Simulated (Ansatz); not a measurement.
**Two-coordinate energy map**

SnBrCl (SMILES [Cl][Sn][Br]), closed shell, PBE0-D4/def2-TZVP minimum:

| atom | x (Å) | y (Å) | z (Å) |
| --- | --- | --- | --- |
| Cl1 | 0.5805 | 1.7108 | 0.4952 |
| Sn2 | -0.9270 | 0.1769 | -0.4848 |
| Br3 | 0.3355 | -1.9525 | -0.0236 |

Rows set the bond length Cl1–Sn2 (Å; 2.363 at the minimum), columns the angle Br3–Sn2–Cl1 (°; 98.8), set in this order; the parts move rigidly, in a bend the first-named atom's side turns in the plane, and in a torsion the whole end group turns. CCSD(T) energies count from the value at that structure, in kJ/mol. Program: Ansatz 0.2.0. Basis: def2-TZVPP. Cores are frozen in the correlated methods. Filled d shells of the heavier atoms are correlated. Core potentials replace the inner electrons of the atoms past krypton. The def2 sets are not built for correlating such inner shells, so the correlated values are less sure here.

```tsv
Cl1–Sn2 \ Br3–Sn2–Cl1	74.8	86.8	98.8	110.8	122.8
1.938	?	227.3	209.3	218.6	245.4
2.184	95.0	37.9	24.4	33.1	56.1
2.543	64.5	25.5	16.2	22.6	?
2.962	136.3	112.0	105.3	?	120.2
3.427	227.9	213.1	208.1	?	217.3
```

Task: Fill in the withheld cells. (An estimate is asked for; the value comes from the calculation.)

Result: The calculation gives: (1.938, 74.8): 298.5; (2.543, 122.8): 39.4; (2.962, 110.8): 109.1; (3.427, 110.8): 210.0 kJ/mol. These count from the CCSD(T) energy at the PBE0-D4 minimum.

The same grid for a cheaper method: r2SCAN-D4 − CCSD(T), both counted from the minimum, in kJ/mol:
| Cl1–Sn2 \ Br3–Sn2–Cl1 | 74.8 | 86.8 | 98.8 | 110.8 | 122.8 |
| --- | --- | --- | --- | --- | --- |
| 1.938 | -1.5 | -0.9 | -0.3 | 0.1 | 0.1 |
| 2.184 | 1.0 | 1.1 | 1.5 | 1.6 | 1.3 |
| 2.543 | -2.4 | -2.5 | -2.3 | -2.4 | -2.8 |
| 2.962 | -8.4 | -8.4 | -8.1 | -8.2 | -8.6 |
| 3.427 | -16.3 | -16.0 | -15.6 | -15.7 | -16.4 |

The T1 diagnostic stays at or below 0.020.

For scale, one of the runs: CCSD(T)/def2-TZVPP, 140 basis functions (an equivalent command: `ansatz run in.yaml --threads 4`). Time: 12 s of wall clock on 4 CPU threads; the host was shared. Peak host memory: 0.94 GiB.
